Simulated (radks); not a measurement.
The neodymium ion Nd4+, configuration [Xe] 4f2. Calculated with a radial shooting solver on a logarithmic mesh with Libxc functionals: scalar-relativistic Kohn-Sham, PBEsol, spin-unpolarised, spherical densities, point nucleus. Some entries of the table are withheld. Estimate them.

orbital  occ.  eigenvalue (eV)  <1/r> (bohr^-1)
1s          2        -43435.06            66.03
2s          2        -7069.309            15.25
2p          6        -6325.525            14.38
3s          2        -1575.965            5.559
3p          6              (1)            5.253
3d         10        -1015.889            4.985
4s          2        -354.6570            2.338
4p          6        -277.4371            2.158
4d         10        -167.5588            1.897
5s          2         -83.0878              (2)
5p          6         -62.5946           0.8312
4f          2              (3)            1.411
5d          0         -36.1640           0.6282
6s          0         -30.1351              (4)
6p          0         -24.2910           0.3783

Answer. 
(1) 3p eigenvalue (eV): -1341.454
(2) 5s <1/r> (bohr^-1): 0.9512
(3) 4f eigenvalue (eV): -49.8239
(4) 6s <1/r> (bohr^-1): 0.4332
